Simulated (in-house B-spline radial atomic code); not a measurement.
Values are calculated unless marked as measured or tabulated.
## C6 from the polarisability at imaginary frequency: Lu IV (Lu3+)

CAM-B3LYP linear response of the closed shell [Xe] 4f14, from an all-electron radial atomic-structure program (B-spline basis); scalar-relativistic (spin-free one-electron X2C), finite nucleus, no spin-orbit coupling; shells from n = 3 respond.

The dispersion coefficient of two like species is C6 = (3/π) ∫ α(iu)² du from 0 to ∞.

| u (hartree) | α(iu) (bohr³) |
| --- | --- |
| 0 | 4.468 |
| 0.24 | 4.237 |
| 0.56 | 3.639 |
| 0.96 | 2.924 |
| 1.6 | 2.047 |
| 2.4 | 1.376 |
| 3.6 | 0.8564 |
| 5.6 | 0.4831 |
| 8 | 0.2953 |
| 12 | 0.1638 |
| 20 | 0.07456 |
| 40 | 0.02387 |

Question: Fit one oscillator, α(iu) = α(0)/(1 + u²/ω²), through u = 1.6 and estimate C6.

Answer: From α(0)/α(iu) − 1 = 4.468/2.047 − 1 = 1.1827, ω = u/√1.1827 = 1.4712 hartree (40.0 eV). London's formula gives C6 = (3/4) α(0)² ω = 0.75 × 4.468² × 1.4712 = 22.03 hartree·bohr⁶, and the oscillator holds f = α(0) ω² = 9.67 electrons, of a sum of oscillator strengths of 61.7.

Question: How does that compare with the full integral?

Answer: The program's quadrature over all excitations gives C6 = 22.03, so the single oscillator is off by -0.0 %. At the last point the fit gives α = 0.00604 against 0.0239: higher excitations, and deeper shells where there are any, keep the true curve higher at large u.
